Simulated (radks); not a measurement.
The numbers below are computed, except where a source is named.
Task: All-electron atom: Nd V in [Xe] 4f2 (the NIST ground configuration). Code: a radial shooting solver on a logarithmic mesh with Libxc functionals. Model: non-relativistic Kohn-Sham, RPBE, spin-polarised, spherical densities, point nucleus; open shells are filled with parallel spins first (spin-orbit coupling, left out, can overturn this in heavy ions); relativity is left out, which matters for an element this heavy. Some entries of the table are withheld. Estimate them.

orbital,occ.,eigenvalue (Ry),r(max) (bohr)
1s up,1,-3026.157,0.01677
1s down,1,-3026.157,0.01677
2s up,1,-477.5298,0.09211
2s down,1,-477.5288,0.09211
2p up,3,-452.7343,0.07182
2p down,3,-452.7338,0.07182
3s up,1,-106.5337,0.2584
3s down,1,-106.4707,0.2584
3p up,3,-95.71645,0.2454
3p down,3,-95.65880,0.2454
3d up,5,-75.58278,0.1973
3d down,5,-75.54098,0.1972
4s up,1,-24.03639,0.5934
4s down,1,-23.90100,0.5933
4p up,3,-19.92010,0.6015
4p down,3,-19.78456,0.6013
4d up,5,-12.65603,(1)
4d down,5,-12.52060,(2)
5s up,1,-5.76906,(3)
5s down,1,-5.70991,(4)
5p up,3,-4.56512,1.450
5p down,3,-4.51870,1.458
4f up,2,(5),0.6217
4f down,0,(6),0.6225

Result: 
(1) 4d up r(max) (bohr): 0.6148
(2) 4d down r(max) (bohr): 0.6147
(3) 5s up r(max) (bohr): 1.345
(4) 5s down r(max) (bohr): 1.352
(5) 4f up eigenvalue (Ry): -4.02621
(6) 4f down eigenvalue (Ry): -3.90026
